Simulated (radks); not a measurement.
Xe48+, configuration [He] 2s2 2p2 (the NIST ground configuration). Calculated with a radial shooting solver on a logarithmic mesh with Libxc functionals: scalar-relativistic Kohn-Sham, LDA (Slater exchange, Perdew-Wang correlation), spin-polarised, spherical densities, point nucleus; open shells are filled with parallel spins first (spin-orbit coupling, left out, can overturn this in heavy ions).

Local quantities along the radius. ELF = 1/(1 + alpha^2) is the electron localisation function; alpha = (tau - tau_W)/tau_unif compares the Pauli kinetic energy density with that of the uniform gas (summed over spins). tau is taken from the large components.

```
   r/bohr * ELF (the largest magnitude, 1, reaches the edge; | marks zero)
 0.001637 |                                                      *
 0.001983 |                                                      *
 0.002403 |                                                      *
 0.002911 |                                                      *
   0.0035 |                                                      *
  0.00424 |                                                      *
 0.005138 |                                                      *
 0.006225 |                                                      *
 0.007543 |                                                      *
 0.009067 |                                                      *
  0.01099 |                                                      *
  0.01331 |                                                      *
  0.01613 |                                                      *
  0.01939 |                                                     *
  0.02349 |                                                   *
  0.02846 |                                          *
  0.03449 |                        *
  0.04179 |            *
  0.05023 |          *
  0.06086 |                   *
  0.07375 |                                   *
  0.08936 |                                             *
   0.1074 |                                                *
   0.1301 |                                                *
   0.1577 |                                              *
   0.1911 |                                     *
   0.2315 |                  *
   0.2783 |   *
   0.3372 *
```

On this mesh the ELF has minima near r = 0.046 bohr, which separate the shells, and maxima near 0.12 (0.90).

Self-consistent cycle (total energy in hartree, residual of the potential): 1: -4362.294388, 5e+01; 2: -4363.327241, 4e+01; 3: -4364.002723, 1e-01; 4: -4364.006195, 3e-02; 5: -4364.005904, 5e-04; 6: -4364.005910, 3e-06; 7: -4364.005910, 2e-07; 8: -4364.005910, 8e-08; 9: -4364.005910, 4e-08; 10: -4364.005910, 2e-08; 11: -4364.005910, 9e-09.
